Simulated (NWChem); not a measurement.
# CHClFNOSi; SMILES O=C=N[Si@@H](F)Cl

```xyz
7

O      0.3564    -3.3266     0.2388
C      0.1093    -2.2046     0.0584
N     -0.1469    -1.0471    -0.1277
Si    -0.4609     0.5924    -0.4240
F     -1.7071     1.0390     0.4906
Cl     1.1568     1.7086     0.1261
H     -0.7962     0.8260    -1.8384
```
Atoms are numbered in this order, from 1.

Level: PBE0/def2-SVP (NWChem), optimised geometry, unscaled harmonic frequencies. 

```csv
frequency (cm⁻¹),IR intensity (km/mol)
46,0.1
60,0.5
221,6.4
269,9.7
337,30.9
560,69.6
629,41.2
632,31.6
657,170.4
833,120.7
835,214.7
943,227.7
1570,72.0
2350,98.9
2497,1589.0
```

| Item | Result |
|---|---|
| zero-point energy | 17.8 kcal/mol |
| thermal correction to the enthalpy at 298.15 K (with zero-point energy) | 22.5 kcal/mol |
| heat capacity Cv | 20.7 cal/(mol K) |
| entropy at 298.15 K and 1 atm (symmetry number 1) | 85.2 cal/(mol K) |
| dipole moment | 1.32 D |

Rigid rotor and harmonic oscillator; modes under 100 cm⁻¹ make the entropy uncertain.
